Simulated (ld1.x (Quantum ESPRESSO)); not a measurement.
Pseudopotential generation for oxygen: TM, PBEsol, non-relativistic.

oxygen, norm-conserving Troullier–Martins (Kleinman–Bylander form), made with ld1.x (Quantum ESPRESSO) 7.5 (PBEsol, non-relativistic). Core [He], reference 2s2 2p4. Waves: 2s (bound): rc 0.75 bohr; 2p (bound): rc 2.15 bohr; 3d channel at 0.15 Ry: rc 2.35 bohr. Local part: all-electron potential smoothed inside 0.95 bohr (lloc = -1). Core correction: a·sin(br)/r model core inside 0.70 bohr.

Task: Does the generator finish with these settings?

Result: Yes, a potential is produced and its reference levels are reproduced.

Task: Estimate the cutoffs (Ry, on a coarse ladder) from which the occupation-weighted sum of valence levels, in a spherical-Bessel basis at the reference potential, stays within 10 and 1 mRy of its value at 400 Ry.

Result: 80 Ry and 200 Ry.

Task: What does a ghost test show?

Result: No extra level below or beside the all-electron valence levels (s, p, d, f tested).

Task: Which valence shell sets the plane-wave cutoff?

Result: 2s: its level needs 180 Ry to come within 1 mRy, against 35 Ry for 2p.

Task: Tests: 2s2 2p3; 2s2 2p2; 2s2 2p1; 2s0 2p6; 2s2 2p4.3; 2s2 2p0; 2s2 2p3.5. Which has the largest error in its energy relative to the reference configuration, and how large is it?

Result: 2s2 2p0, with +7585 meV (all-electron minus pseudo) on +180.20 eV.
